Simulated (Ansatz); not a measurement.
`[SH][Al]([SH])[Br]`, charge 0, multiplicity 1.

Give a relaxed structure at PBE0-D4/def2-TZVP (Ansatz 0.2.0). (Estimate.)

Computed: 
```xyz
6

S    -1.804   -0.107    0.727
Al    0.148    0.664    0.178
S     1.678   -0.455   -0.878
Br    0.621    2.781    0.745
H    -1.570   -1.317    0.189
H     0.926   -1.566   -0.962
```
Point group C2v.
